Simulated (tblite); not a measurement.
C3H10B3F2N.
Atom-mapped SMILES: `[CH3:1][BH:2][C@H:3]([B:4]([CH3:5])[NH2:6])[B:7]([F:8])[F:9]` (hydrogens: H10, H11, H12 on C1; H13 on B2; H14 on C3; H15, H16, H17 on C5; H18, H19 on N6)

Computed with GFN2-xTB (tblite), gas phase: L-BFGS steps from a force-field or distance-geometry start until the largest atomic force falls under 0.01 eV/Å.

Step 209: E = -754.6270 eV
```
atom  x, y, z in Å  |  force x, y, z in eV/Å
C1      2.5364    0.3971    0.0865    0.016  -0.003   0.007
B2      1.2953   -0.5072    0.4184   -0.063  -0.009   0.001
C3      0.0718   -0.5984   -0.5677   -0.014  -0.009  -0.027
B4     -1.0618    0.3200    0.1412    0.010   0.021   0.014
C5     -1.3062    1.7867   -0.4096    0.017  -0.027  -0.033
N6     -1.7848   -0.1647    1.2118   -0.002  -0.016   0.007
B7     -0.4094   -2.0605   -0.7573   -0.006   0.001   0.004
F8     -0.4290   -2.6723   -1.9346   -0.006   0.010   0.013
F9     -0.8374   -2.8456    0.2279   -0.005   0.002  -0.002
H10     2.5040    0.8712   -0.8905    0.003   0.003  -0.013
H11     2.6275    1.1859    0.8327    0.001   0.015   0.016
H12     3.4632   -0.1712    0.1510    0.006  -0.009  -0.005
H13     1.2617   -1.0928    1.4341    0.021   0.006   0.002
H14     0.3147   -0.1648   -1.5383    0.008   0.020   0.010
H15    -1.9132    2.3940    0.2571   -0.010   0.004   0.012
H16    -1.8151    1.7607   -1.3717    0.000  -0.008  -0.002
H17    -0.3675    2.3101   -0.5741   -0.005   0.012   0.010
H18    -1.6629   -1.0935    1.5774    0.011  -0.025   0.015
H19    -2.4966    0.3546    1.6983    0.018   0.012  -0.030
```

Step 210: E = -754.6273 eV
```
atom  x, y, z in Å  |  force x, y, z in eV/Å
C1      2.5467    0.3902    0.0780    0.020  -0.008   0.023
B2      1.2970   -0.4996    0.4217   -0.036   0.002   0.017
C3      0.0730   -0.5925   -0.5627   -0.018  -0.003  -0.015
B4     -1.0664    0.3211    0.1435    0.007   0.012   0.012
C5     -1.3143    1.7875   -0.4055    0.010   0.023  -0.013
N6     -1.7936   -0.1688    1.2087   -0.001  -0.001   0.005
B7     -0.4057   -2.0552   -0.7513   -0.017  -0.008   0.002
F8     -0.4186   -2.6671   -1.9285   -0.006   0.001   0.011
F9     -0.8417   -2.8394    0.2315    0.008   0.009  -0.011
H10     2.5123    0.8606   -0.9007    0.000   0.008  -0.013
H11     2.6573    1.1808    0.8209   -0.004  -0.011  -0.003
H12     3.4664   -0.1918    0.1345   -0.011   0.001   0.000
H13     1.2607   -1.0747    1.4436    0.020   0.009  -0.005
H14     0.3166   -0.1601   -1.5334    0.005   0.023   0.001
H15    -1.9492    2.3835    0.2487    0.033  -0.028  -0.034
H16    -1.7941    1.7609   -1.3829    0.003  -0.002   0.013
H17    -0.3766    2.3239   -0.5396   -0.042  -0.004   0.016
H18    -1.6699   -1.0977    1.5734    0.009  -0.032   0.021
H19    -2.5094    0.3476    1.6927    0.020   0.009  -0.028
```

Task: Estimate the geometry and energy of step 211. (The exact step hangs on the optimiser's Hessian estimate; all steps are aligned on step 210, rigid shifts and turns removed.)

Result: E = -754.6277 eV, largest force 0.045 eV/Å
```
atom  x, y, z in Å  |  force x, y, z in eV/Å
C1      2.5481    0.3884    0.0782    0.004  -0.005   0.004
B2      1.2954   -0.4981    0.4223   -0.004   0.006   0.024
C3      0.0739   -0.5909   -0.5641   -0.018   0.007   0.009
B4     -1.0653    0.3214    0.1445    0.010  -0.001  -0.005
C5     -1.3167    1.7865   -0.4058   -0.008  -0.003   0.021
N6     -1.7912   -0.1706    1.2096    0.009  -0.011   0.006
B7     -0.4058   -2.0528   -0.7515   -0.026  -0.017  -0.006
F8     -0.4150   -2.6654   -1.9284   -0.006  -0.005   0.014
F9     -0.8487   -2.8348    0.2303    0.017   0.015  -0.023
H10     2.5154    0.8574   -0.9020    0.002   0.000   0.002
H11     2.6603    1.1802    0.8192    0.000  -0.012   0.000
H12     3.4654   -0.1970    0.1356   -0.008   0.005   0.002
H13     1.2601   -1.0711    1.4455    0.011   0.008  -0.008
H14     0.3197   -0.1569   -1.5333   -0.002   0.015  -0.004
H15    -1.9530    2.3807    0.2471    0.011  -0.013  -0.010
H16    -1.7951    1.7592   -1.3819   -0.023  -0.013  -0.036
H17    -0.3828    2.3254   -0.5394    0.022   0.023   0.012
H18    -1.6666   -1.0992    1.5759    0.004  -0.004   0.010
H19    -2.5076    0.3471    1.6908    0.007   0.005  -0.011
```

The energy changes by -0.0003 eV. The first-order estimate −F·Δx gives -0.0006 eV and the mean of the old and new forces, exact on a quadratic surface, -0.0003 eV. The step makes an angle of 73° with the force vector and moves no atom by more than 0.008 Å.

The cost below is that of the whole relaxation. Hardware: an Arm Neoverse V2 with one thread, no GPU, on a shared host. Cost: 1.5 s wall.
